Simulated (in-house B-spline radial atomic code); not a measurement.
TDHF excitations of Pb²⁺

Method: TDHF. Computed with an all-electron radial atomic-structure program (B-spline basis): linear response of the closed shell [Xe] 4f14 5d10 6s2 with bare exchange (time-dependent Hartree-Fock); scalar-relativistic (spin-free one-electron X2C), finite nucleus, no spin-orbit coupling, no double excitations, S, P, D and F terms only; shells from n = 4 respond. Only terms of natural parity with L up to 3 were computed.

Spin-orbit coupling is strong here, so these LS terms don't match observed levels.

Command:
```bash
python run_td.py task.json out
```
Settings (radii: box in bohr, nucleus in fm):
```
Z                        82
electrons                80
configuration            [Xe] 4f14 5d10 6s2
hamiltonian              x2c
method                   hf
box_radius               29.48
rms_radius               5.5012
intervals                72
```

Time taken, with all properties: 2.4 s on 1 thread of Intel(R) Xeon(R) 6975P-C (Granite Rapids) (shared host).

The lowest states, in the order of their Tamm-Dancoff energies; the method's threshold (minus the highest occupied level) is 30.12 eV. Labels give the largest channel, * marks a mixed state, and oscillator strengths are full-response dipole values. Energies in eV:

```json
{"state": "6s → 6p 3P", "full response": "7.191", "Tamm-Dancoff": "7.629", "oscillator strength": "-"}
{"state": "6s → 6p 1P", "full response": "?", "Tamm-Dancoff": "?", "oscillator strength": "?"}
{"state": "6s → 7s 3S", "full response": "17.080", "Tamm-Dancoff": "17.096", "oscillator strength": "-"}
{"state": "6s → 7s 1S", "full response": "17.730", "Tamm-Dancoff": "17.763", "oscillator strength": "-"}
{"state": "6s → 6d 3D", "full response": "18.162", "Tamm-Dancoff": "18.172", "oscillator strength": "-"}
{"state": "6s → 6d 1D", "full response": "18.651", "Tamm-Dancoff": "18.666", "oscillator strength": "-"}
{"state": "6s → 7p 3P", "full response": "19.928", "Tamm-Dancoff": "19.970", "oscillator strength": "-"}
{"state": "6s → 7p 1P", "full response": "20.288", "Tamm-Dancoff": "20.316", "oscillator strength": "0.00989"}
{"state": "5d → 6p 3P", "full response": "?", "Tamm-Dancoff": "?", "oscillator strength": "-"}
```

Question: Where does 6s → 6p 1P lie?

Answer: At 10.548 eV in full response, 10.853 eV in Tamm-Dancoff, oscillator strength 1.63.

Question: Where does 5d → 6p 3P lie?

Answer: At 21.450 eV in full response, 21.551 eV in Tamm-Dancoff.

Question: How large is the singlet-triplet splitting of 6s → 6p (P terms) in Tamm-Dancoff?

Answer: 3.22 eV, from the unrounded values.

Question: What polarisabilities and dispersion coefficient does the method give?

Answer: Dipole 15.6 bohr³, quadrupole 50.95 bohr⁵, C6 108.3 hartree·bohr⁶ for two such species.
